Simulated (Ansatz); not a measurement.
Mulliken charges of `FB1N=CS1` from PBE/def2-TZVPP in Ansatz (PBE0-D4/def2-TZVP geometry).

| atom | x (Å) | y (Å) | z (Å) | charge (e) |
| --- | --- | --- | --- | --- |
| F1 | -0.132 | -1.946 | -1.168 | -0.174 |
| B2 | -0.024 | -0.821 | -0.528 | 0.394 |
| N3 | -0.712 | -0.336 | 0.675 | -0.223 |
| C4 | -0.043 | 0.751 | 0.581 | 0.087 |
| S5 | 1.049 | 0.672 | -0.852 | -0.197 |
| H6 | -0.097 | 1.616 | 1.246 | 0.114 |

**Question.** By hand: the dipole of these point charges (1 e Å = 4.8032 D).

**Answer.** Σ q r = (-0.049, 0.207, 0.205) e Å, of length 0.295 e Å = 1.42 D.

**Question.** How does the dipole of the full density compare? (An estimate is asked.)

**Answer.** Computed: (0.124, 0.274, 0.033) e Å, 1.45 D; the point charges give 0.98 times that, at 50° from its direction.

Point charges leave out the atoms' own dipoles, such as those of lone pairs, and Mulliken's split depends on the basis, so the two needn't agree.
